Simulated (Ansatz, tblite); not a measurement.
Cost and result up the ladder for `CN(C)c1ccc(-c2ccc(-c3ccc(C#N)nc3)nc2)nc1` (38 atoms). Total charge 0; singlet. Geometry: r2SCAN-D4/def2-SVP.

Ansatz on 2 threads of AMD EPYC 7R13 on a shared host and a share (18 GiB) of an NVIDIA H100 80GB HBM3; xTB runs through tblite on one thread. Times are rough, summed over both states, and most runs start from the orbitals of an earlier one. PBE0-D4/def2-TZVP serves as the yardstick here, not as an exact answer. The other state is a doublet.

The xTB rows come from tblite. Single mean-field runs in def2-TZVP are fitted with def2-universal-jkfit.

Raw xTB energies of ions are shifted by several eV.

| level | functions | vertical IE (eV) | difference from PBE0-D4/def2-TZVP (eV) |
| --- | --- | --- | --- |
| PBE0-D4/def2-TZVP | 803 | 7.18 | 0.00 |
| PBE-D4/def2-TZVP (with forces) | 803 | 6.99 | -0.19 |
| GFN2-xTB | 107 | 11.74 | 4.56 |
| GFN1-xTB | 122 | 12.58 | 5.40 |

**Question.** Estimate how long each takes.

**Answer.** GFN2-xTB 0.14 s; GFN1-xTB 0.16 s; PBE-D4/def2-TZVP (with forces) 19 s; PBE0-D4/def2-TZVP 22 s. On shared hardware such times vary by a factor of up to 3.
